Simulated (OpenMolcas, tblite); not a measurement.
GaH2O2F (SMILES [OH][Ga]([OH])[F]): methods side by side

GaH2O2F has 6 atoms, charge 0, and is taken as a singlet. As SMILES, `[OH][Ga]([OH])[F]`. Geometry: relaxed at PBE0-D4/def2-TZVP. This is one conformer, not always the lowest.

```jsonl
{"atom": "O", "x (Å)": "-0.2972", "y (Å)": "1.3510", "z (Å)": "-0.5748"}
{"atom": "Ga", "x (Å)": "-0.0682", "y (Å)": "-0.3424", "z (Å)": "-0.1176"}
{"atom": "O", "x (Å)": "0.7944", "y (Å)": "-0.8423", "z (Å)": "1.3353"}
{"atom": "F", "x (Å)": "-0.7226", "y (Å)": "-1.5888", "z (Å)": "-1.1448"}
{"atom": "H", "x (Å)": "-0.7888", "y (Å)": "1.4590", "z (Å)": "-1.3928"}
{"atom": "H", "x (Å)": "1.1242", "y (Å)": "-0.1004", "z (Å)": "1.8485"}
```

Each level gives the dipole moment (D). The values are calculated.

```csv
level,kind,program,value (D)
IPEA1-xTB,semi-empirical,tblite,2.83
HF/6-31G* (spherical functions),Hartree–Fock,OpenMolcas,2.06
SVWN5/6-31G* (spherical functions),LDA,OpenMolcas,2.00
PBE/6-31G* (spherical functions),GGA,OpenMolcas,1.91
r2SCAN/6-31G* (spherical functions),meta-GGA,OpenMolcas,1.97
B3LYP/6-31G* (Cartesian functions),global hybrid,OpenMolcas,1.95
```

All-electron rows without a relativistic Hamiltonian named are non-relativistic. The values span 1.91 to 2.83 D. Magnitudes only.
